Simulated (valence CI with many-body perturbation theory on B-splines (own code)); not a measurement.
W LXII in brief

Computed by valence CI with perturbative core correlation (CI+MBPT): three valence electrons over a frozen Dirac-Fock core [Ne], a basis of 9 s, 9 p, 8 d, 6 f, 3 g, 1 h functions for each j, with the one-electron correlation potential Σ1, the two-electron term Σ2, the three-electron term Σ3, Breit, model QED; selected CI, second order for the rest, scaled by the run's own slope (own B-spline code, finite nucleus).

No measured spectrum was set against this ion. As an estimate, large intervals hold to a few tenths of a per cent, small ones and those within an open d or f shell to about a per cent.

Levels are named by their leading jj configuration (3d3/2^4 stands for four electrons in 3d with j = 3/2), which in mixed levels can hold well under half, so a name can repeat and another be missing.

Rates and lifetimes use the calculated energies. Strong lines usually hold to 10 to 20 %, long lifetimes can be off by a factor of two.

Problem. What is the ground level?

Solution. (3s^2 3p1/2) J=1/2, composition 100 % 3s2 3p 2P°, g = 0.647.

Problem. How well does LS coupling describe the low levels?

Solution. Among the lowest 20 levels the leading LS term, summed over configurations, holds 63 % on average. For single configurations the figures are 60 % in LS and 92 % in jj coupling. Terms mix most in the J = 3/2 level at 6151.9 × 10³ cm⁻¹, where the leading one holds 32 %.

Problem. Where does the other parity begin?

Solution. At (3s 3p1/2^2) J=1/2, 1350.8 × 10³ cm⁻¹.

Problem. Among levels below 9464.7 × 10³ cm⁻¹, which E1 lines absorb most strongly from the ground level?

Solution. to (3s^2 3d3/2) J=3/2 at 2.075 nm, f = 0.471; to (3s 3p1/2 3p3/2) J=1/2 at 2.254 nm, f = 0.210; to (3s 3p1/2 3p3/2) J=3/2 at 2.296 nm, f = 0.121.

Problem. What are the static dipole polarisabilities of the lowest levels?

Solution. (3s^2 3p1/2) J=1/2 0.00276 bohr³, of which the core gives 4.45e-05.

Problem. Name the longest-lived excited levels whose lifetime is computed, and their main decay.

Solution. (3s 3p3/2 3d5/2) J=9/2 at 9316.2 × 10³ cm⁻¹ lives 4.66 ns, mostly by M1 to (3s 3p1/2 3d5/2) J=7/2; (3s^2 3p3/2) J=3/2 at 2932.1 × 10³ cm⁻¹ lives 2.01 ns, mostly by E1 to (3s 3p1/2^2) J=1/2.

Problem. What is the ionisation energy?

Solution. 6726 eV; NIST lists 6735 ± 7 eV (semi-empirical).
